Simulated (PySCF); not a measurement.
## Tc(3+) (technetium, charge +3) across methods

[Kr] 4d4, high-spin 5D determinant. Calculation: PySCF 2.14, in aug-cc-pVTZ-PP with ECP28MDF; a scalar-relativistic core potential.

| method | E (hartree) | mean ε 4p α (eV) | mean ε 4p β (eV) | mean ε 4d α (eV) | Σ⟨r²⟩ (bohr²) | ⟨S²⟩ |
| --- | --- | --- | --- | --- | --- | --- |
| HSE06 | -78.5140 | -80.028 | -75.465 | -37.801 | 22.58 | 6.001 |
| r2SCAN | -78.5577 | -78.435 | -74.151 | -36.712 | 22.50 | 6.001 |
| UHF | -78.06332 | -90.614 | -81.673 | -43.146 | 22.47 | 6.002 |
| CAM-B3LYP | -78.4747 | -81.770 | -77.386 | -39.581 | 22.63 | 6.001 |
| TPSS | -78.5006 | -77.095 | -73.617 | -36.269 | 22.61 | 6.001 |
| M06-2X | -78.4120 | -82.965 | -78.113 | -39.844 | 22.57 | 6.000 |
| LDA | -78.2974 | -76.680 | -73.446 | -36.309 | 22.81 | 6.000 |
| PBE0 | -78.5164 | -80.459 | -75.882 | -38.228 | 22.57 | 6.001 |

Question: Estimate the same row for PBE.

Answer: E (hartree) = -78.5141; mean ε 4p α (eV) = -76.761; mean ε 4p β (eV) = -73.466; mean ε 4d α (eV) = -36.323; Σ⟨r²⟩ (bohr²) = 22.67; ⟨S²⟩ = 6.000.

Energies and moments cover only the electrons outside the core potential.
